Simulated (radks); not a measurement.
Ionisation ladder of europium, from Eu44+ to Eu62+. Each ion is in the ground configuration listed by NIST, and IE = E(next ion) - E(this ion), with E = 0 for the bare nucleus. All-electron calculation, Dirac Kohn-Sham, exchange-only PBE, spin-unpolarised, spherical densities, finite nucleus; open shells fill j = l - 1/2 first; Fermi nuclear charge, rms radius 5.1115 fm. Program: a radial shooting solver on a logarithmic mesh with Libxc functionals.

| species | configuration | E (hartree) | IE, Delta-SCF (eV) | -e(HOMO) (eV) | HOMO | IE, NIST (eV) | kind | error (eV) |
|---|---|---|---|---|---|---|---|---|
| Eu44+ | [Ar] 3d1 | -9169.6054 | 3510.2 | 3452.2 | 3d3/2 | 3510 | theory | +0.2 |
| Eu45+ | [Ar] | -9040.6062 | 3827.5 | 3776.9 | 3p3/2 | 3823 | theory | +4.5 |
| Eu46+ | [Ne] 3s2 3p5 | -8899.9473 | 3929.1 | 3878.2 | 3p3/2 | 3921 | theory | +8.1 |
| Eu47+ | [Ne] 3s2 3p4 | -8755.5554 | 4031.2 | 3980.1 | 3p3/2 | 4031 | theory | +0.2 |
| Eu48+ | [Ne] 3s2 3p3 | -8607.4118 | 4133.7 | 4082.4 | 3p3/2 | 4131 | theory | +2.7 |
| Eu49+ | [Ne] 3s2 3p2 | -8455.5021 | 4411.7 | 4357.9 | 3p1/2 | 4400 | theory | +11.7 |
| Eu50+ | [Ne] 3s2 3p1 | -8293.3762 | 4519.3 | 4465.5 | 3p1/2 | 4513 | theory | +6.3 |
| Eu51+ | [Ne] 3s2 | -8127.2932 | 4746.8 | 4696.8 | 3s1/2 | 4729 | theory | +17.8 |
| Eu52+ | [Ne] 3s1 | -7952.8506 | 4847.3 | 4796.9 | 3s1/2 | 4838 | theory | +9.3 |
| Eu53+ | [Ne] | -7774.7164 | 10897.9 | 10758.7 | 2p3/2 | 10880 | theory | +17.9 |
| Eu54+ | [He] 2s2 2p5 | -7374.2269 | 11177.5 | 11037.4 | 2p3/2 | 11153 | theory | +24.5 |
| Eu55+ | [He] 2s2 2p4 | -6963.4614 | 11458.9 | 11317.9 | 2p3/2 | 11457 | theory | +1.9 |
| Eu56+ | [He] 2s2 2p3 | -6542.3536 | 11741.8 | 11600.2 | 2p3/2 | 11739 | theory | +2.8 |
| Eu57+ | [He] 2s2 2p2 | -6110.8512 | 12755.4 | 12601.5 | 2p1/2 | 12718 | theory | +37.4 |
| Eu58+ | [He] 2s2 2p1 | -5642.1006 | 13063.2 | 12909.3 | 2p1/2 | 13050 | theory | +13.2 |
| Eu59+ | [He] 2s2 | -5162.0360 | 13507.9 | 13384.3 | 2s1/2 | 13462 | theory | +45.9 |
| Eu60+ | [He] 2s1 | -4665.6309 | 13748.9 | 13630.2 | 2s1/2 | 13738.6 | theory | +10.3 |
| Eu61+ | [He] | -4160.3678 | 56120 | 55600 | 1s1/2 | 55865.9 | theory | +253.7 |
| Eu62+ | 1s1 | -2098.0097 | 57090 | 56631 | 1s1/2 | 57120.6 | theory | -30.9 |

Reference values: NIST Atomic Spectra Database (exp. = measured, semi-emp. = semi-empirical, theory = theoretical value adopted there). The ionisation energy per charge of the ion left behind rises most, in proportion, at Eu61+ ([He]), from 225.39 to 905.16 eV. Spin polarisation and multiplet splitting are left out, so open shells lie too high by an amount that depends on their filling.

Beside tabulated values, note that spin-unpolarised runs miss the spin-polarisation part of the exchange energy of open shells.
